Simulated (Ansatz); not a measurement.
Isolated molecules relaxed with PBE0-D4/def2-TZVP in Ansatz; ΔE leaves out vibrations. CCSD(T)/CBS adds triple-zeta CCSD(T) − MP2 to the extrapolated MP2 energy (def2 sets, frozen cores). DFT in def2-TZVPP. B3LYP here is the variant with VWN-RPA as its local correlation; programs differ in this. One conformer a species, not always the lowest.

Reaction (formal exchange of groups at the Al–C bond): `[AlH2][CH]1O[SiH2][SiH2]1` + `O=C[SiH2][SiH3]` → `O=C[SiH2][SiH2][AlH2]` + `C1O[SiH2][SiH2]1`

Question: Is it downhill or uphill in electronic energy at CCSD(T)/CBS, and by how much? (Best estimate.)

Answer: Ansatz gave: Downhill: ΔE = -0.18 eV.

Question: What do these levels give: r2SCAN-D4, B3LYP-D4, ωB97M-V, B2PLYP, r2SCAN, B3LYP, HF/def2-TZVPP, MP2/def2-TZVPP, MP2/def2-QZVPP, SCS-MP2/def2-QZVPP, HF/CBS(def2), MP2/CBS(def2)? (An estimate is asked.)

Answer: The calculation gave: r2SCAN-D4 -0.22, B3LYP-D4 -0.17, ωB97M-V -0.12, B2PLYP -0.17, r2SCAN -0.22, B3LYP -0.21, HF/def2-TZVPP -0.21, MP2/def2-TZVPP -0.12, MP2/def2-QZVPP -0.11, SCS-MP2/def2-QZVPP -0.12, HF/CBS(def2) -0.20, MP2/CBS(def2) -0.11 eV.

Largest T1 diagnostic among the species: 0.016.

The D4 term adds +0.04 eV with B3LYP and +0.02 eV with PBE0; it sums over pairs of atoms, weighted by their polarisabilities, and B3LYP, whose exchange is more repulsive, gets the larger term.
